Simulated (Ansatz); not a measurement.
Cost and result for the atomization energy of CH$_{9}$AlSiSn, SMILES `C[SiH2][AlH][SnH3]` (13 atoms, 12 bonds).

Z-matrix (Å, degrees):
```
C
Si 1 1.882
H 1 1.092 2 110.8
H 1 1.092 2 111.0 3 120.2
H 1 1.092 2 110.7 3 -119.6
Al 2 2.458 1 113.0 3 61.6
H 2 1.495 1 109.7 3 -61.6
H 2 1.496 1 109.4 3 -177.5
Sn 6 2.665 2 119.8 1 6.4
H 6 1.592 2 121.6 1 -173.4
H 9 1.715 6 111.2 2 -93.4
H 9 1.712 6 114.5 2 146.4
H 9 1.714 6 112.5 2 24.8
```

Total charge 0; spin multiplicity 1. Correlated methods include outer-core shells of Sn, which these sets cover unevenly. Sn takes the def2 core potential. All single points use the PBE0-D4/def2-TZVP geometry. It is one conformer, not always the lowest. Program: Ansatz. All runs use 4 threads of an Arm Neoverse V1 on a shared host. Times are those of one run each, without the atoms' runs, and a repeat can differ threefold. Electronic energies, without spin–orbit coupling; frozen cores. CCSD(T)/CBS adds CCSD(T) − MP2 in def2-TZVPP to the MP2 limit, and its time is that of the two runs behind it. T1 = 0.013. With those shells the extrapolation isn't a true limit. B3LYP takes the VWN-RPA correlation (the form of Gaussian; ORCA's B3LYP/G).

CCSD(T)/CBS is a level of theory with its own doubt, some kJ/mol a heavy atom from the limit and from the frozen cores, so smaller differences don't rank the functionals.

| level | functions | wall time |
| --- | --- | --- |
| PBE-D4/def2-TZVPP (with forces) | 291 | 3.6 s |
| PBE0-D4/def2-TZVPP | 291 | 4.4 s |
| r2SCAN-D4/def2-TZVPP (with forces) | 291 | 7 s |
| B3LYP-D4/def2-TZVPP (with forces) | 291 | 7.5 s |
| B2PLYP/def2-TZVPP | 291 | 8.5 s |
| ωB97X-V/def2-TZVPP | 291 | 12 s |
| ωB97M-V/def2-TZVPP (with forces) | 291 | 17 s |
| MP2/def2-QZVPP | 549 | 32 s |
| CCSD(T)/def2-TZVPP | 291 | 5.2 min |
| CCSD(T)/CBS(def2) | – | 5.7 min |

Question: What atomization energy does each give, and how far from CCSD(T)/CBS? (Estimate.)

Answer: The calculation gave: 
```csv
level,atomization (kJ/mol),difference from CCSD(T)/CBS,per bond
PBE-D4/def2-TZVPP (with forces),3686.5,-47.6,-4.0
PBE0-D4/def2-TZVPP,3682.1,-52.0,-4.3
r2SCAN-D4/def2-TZVPP (with forces),3717.5,-16.6,-1.4
B3LYP-D4/def2-TZVPP (with forces),3705.2,-28.9,-2.4
B2PLYP/def2-TZVPP,3650.5,-83.6,-7.0
ωB97X-V/def2-TZVPP,3749.4,15.3,1.3
ωB97M-V/def2-TZVPP (with forces),3710.8,-23.3,-1.9
MP2/def2-QZVPP,3641.0,-93.1,-7.8
CCSD(T)/def2-TZVPP,3647.5,-86.6,-7.2
CCSD(T)/CBS(def2),3734.1,0.0,0.0
```

The D4 term adds +43.5 kJ/mol with B3LYP and +23.4 kJ/mol with PBE0; it sums over pairs of atoms, weighted by their polarisabilities, and B3LYP, whose exchange is more repulsive, gets the larger term. In def2-TZVPP, CCSD(T) changes the Hartree–Fock value by +845.2 kJ/mol (the triples alone add +35.3 kJ/mol) and MP2 by +787.6 kJ/mol; breaking electron pairs costs correlation energy, which Hartree–Fock lacks.

Spin–orbit coupling would lower the free Sn atoms strongly, and the atomization energy with them, by more than many differences here. For some Ge, Se and Sn compounds the MP2-based and the directly extrapolated limit differ by 10 to 25 kJ/mol.
